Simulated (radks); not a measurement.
Valence configurations of Pd I (all share [Kr]). All-electron calculation, Dirac Kohn-Sham, PBEsol, spin-unpolarised, spherical densities, finite nucleus; open shells are shared between the two j in proportion to 2j + 1; Fermi nuclear charge, rms radius 4.5318 fm. Program: a radial shooting solver on a logarithmic mesh with Libxc functionals. Energies are relative to 4d10; eigenvalues in eV.

valence	E (eV)	e(4d3/2)	e(4d5/2)	e(5p1/2)	e(5p3/2)	e(5s1/2)
4d10	0.000	-4.320	-3.884	-	-	-
4d9 5s1	1.514	-6.985	-6.514	-	-	-4.377
4d9.5 5p0.5	2.269	-6.658	-6.202	-1.138	-1.037	-
4d8 5s2	4.759	-9.999	-9.492	-	-	-5.480
4d9 5p1	5.311	-8.838	-8.361	-1.789	-1.646	-
4d8 5s1 5p1	9.133	-11.695	-11.182	-2.227	-2.030	-6.604
4d7.5 5s2 5p0.5	9.421	-12.458	-11.930	-2.077	-1.867	-6.595
4d7.5 5s1.5 5p1	11.782	-13.241	-12.710	-2.464	-2.240	-7.099
4d8 5p2	13.760	-13.150	-12.632	-2.918	-2.694	-

NIST lists [Kr] 4d10 as the ground configuration; this level of theory agrees among the configurations tried. The energies are those of spherical spin-averaged densities, not of single terms.
